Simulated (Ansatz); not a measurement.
The same ligand exchange along the group F, Cl, Br.

Computed with Ansatz on PBE0-D4/def2-TZVP structures; ΔE is electronic, products minus reactants. CBS: MP2 limit from def2 TZ/QZ plus the TZ coupled-cluster correction, frozen cores. This one scheme is used for every species. DFT in def2-TZVPP. For Br, Se outer-core shells are correlated without core-valence functions, which leaves a few kJ/mol of doubt a bond. Scalar relativity is left out up to krypton. Each species was taken in one conformer, which may not be the lowest.

```tsv
reaction	CCSD/CBS(def2) (eV)	B97M-V (eV)
`F[SiH2][SeH]` + `P[SeH]` → `P[Se][SiH2][SeH]` + H–F	0.71	0.83
`Cl[SiH2][SeH]` + `P[SeH]` → `P[Se][SiH2][SeH]` + HCl	0.26	0.33
`[SeH][SiH2]Br` + `P[SeH]` → `P[Se][SiH2][SeH]` + HBr	0.30	0.30
```

Q: Give the CCSD(T)/CBS values in the same order. (Best estimate.)

A: Computed: 0.65, 0.23, 0.27 eV.

Largest T1 diagnostic: 0.010, for `P[Se][SiH2][SeH]`.
